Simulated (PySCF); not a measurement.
Spinor energies of C (carbon, neutral)

Start: [He] 2s1 2p2 3s1; 2s1/2 filled at m_j = +1/2; 2p3/2 filled at m_j = +1/2, +3/2; 3s1/2 filled at m_j = +1/2. Calculated with PySCF 2.14 in x2c-SVPall-2c with one added diffuse shell of s type (4s2p1d, 15 functions): generalised Hartree-Fock with the X2C-1e Hamiltonian and a Gaussian nucleus; one run each with spin-orbit coupling (SO) switched off, then screened by Boettger's factors. This is a chosen level, not necessarily the ground level.

```json
{"spinor shell": "1s1/2", "electrons": "2", "ε, spin-free (eV)": "-316.23", "ε, screened SO (eV)": "-316.23", "weight of nominal j (screened SO)": "1.000", "rms radius, screened SO (bohr)": "0.312"}
{"spinor shell": "2s1/2", "electrons": "1", "ε, spin-free (eV)": "-30.157", "ε, screened SO (eV)": "-30.158", "weight of nominal j (screened SO)": "1.000", "rms radius, screened SO (bohr)": "1.58"}
{"spinor shell": "2p3/2", "electrons": "2", "ε, spin-free (eV)": "-19.722", "ε, screened SO (eV)": "-19.720", "weight of nominal j (screened SO)": "0.833", "rms radius, screened SO (bohr)": "1.67"}
{"spinor shell": "3s1/2", "electrons": "1", "ε, spin-free (eV)": "-3.348", "ε, screened SO (eV)": "-3.348", "weight of nominal j (screened SO)": "1.000", "rms radius, screened SO (bohr)": "5.07"}
```

```json
{"quantity": "E (hartree)", "spin-free": "-37.25895", "screened SO": "-37.25884"}
{"quantity": "M_J", "spin-free": "3", "screened SO": "3"}
{"quantity": "⟨J²⟩", "spin-free": "12.001", "screened SO": "12.001"}
{"quantity": "⟨L²⟩", "spin-free": "2.001", "screened SO": "2.001"}
{"quantity": "⟨S²⟩", "spin-free": "6.000", "screened SO": "6.000"}
```

Each row is a mean over spinors that exchange with the open shell spreads, by up to 3.471 eV (1s1/2).

Rows whose weight is well below 1 are mixtures of j = l ± 1/2: exchange outweighs spin-orbit coupling there, and the label is only the starting occupation.

Without spin-orbit coupling the j labels of p, d and f shells carry no meaning; the spin-free column gives the mean over the occupied spinors of each nl shell.
